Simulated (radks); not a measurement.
Q: The mean radii <r> (bohr) of the occupied orbitals of an atom or ion are listed with their occupations. All-electron calculation, scalar-relativistic Kohn-Sham, Slater X-alpha with alpha = 0.737, spin-unpolarised, spherical densities, finite nucleus; Fermi nuclear charge, rms radius of each element as measured or else 0.836 A^(1/3) + 0.57 fm. Program: a radial shooting solver on a logarithmic mesh with Libxc functionals.

| orbital | occ. | <r> |
|---|---|---|
| 1s | 2 | 0.02151 |
| 2s | 2 | 0.09151 |
| 2p | 6 | 0.08085 |
| 3s | 2 | 0.2391 |
| 3p | 6 | 0.2376 |
| 3d | 10 | 0.2160 |
| 4s | 2 | 0.5265 |
| 4p | 6 | 0.5509 |
| 4d | 10 | 0.5773 |
| 4f | 2 | 0.5989 |

Name the element and its charge.

A: Z = 65, terbium, charge +17: Tb17+ in [Kr] 4d10 4f2. The 1s radius gives Z: for a bare nucleus <r> = (2 gamma + 1)/(2Z) with gamma = sqrt(1 - (Z/c)^2), 0.02124 bohr for Z = 65, and screening makes it slightly larger (0.02151 here). The occupations add up to 48, and the charge is Z minus that.
